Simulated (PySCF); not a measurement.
## Levels of Lu⁴⁰⁺ from EOM-EA-GCCSD

Reference: closed-shell Lu⁴¹⁺, [Ar] 3d10 4s2; one electron is added. Calculated with PySCF 2.14, two-component X2C-1e with screened spin-orbit coupling, an uncontracted even-tempered set (18 s from 2.1 bohr⁻², ratio 2.6; 15 p from 2.8 bohr⁻², ratio 2.6; 10 d from 2.8 bohr⁻², ratio 2.6; 6 f from 2.8 bohr⁻², ratio 2.8); frozen [Ar]; the 92 highest virtual spinors dropped; of the others 68 kept and the rest restored at second order. No Breit or QED terms. Binding energies in eV.

```json
{"level": "4p1/2", "Koopmans": "1932.2"}
{"level": "4p3/2", "Koopmans": "1852.7"}
```

How does correlation move these levels?

4p1/2: second order 1933.9, EOM-CCSD 1933.6; 4p3/2: second order 1854.6, EOM-CCSD 1854.5.

For comparison, the ionisation energy of Lu⁴⁰⁺ is 1933 ± 4 eV (theoretical estimate listed by NIST; NIST Atomic Spectra Database, ionization energies).
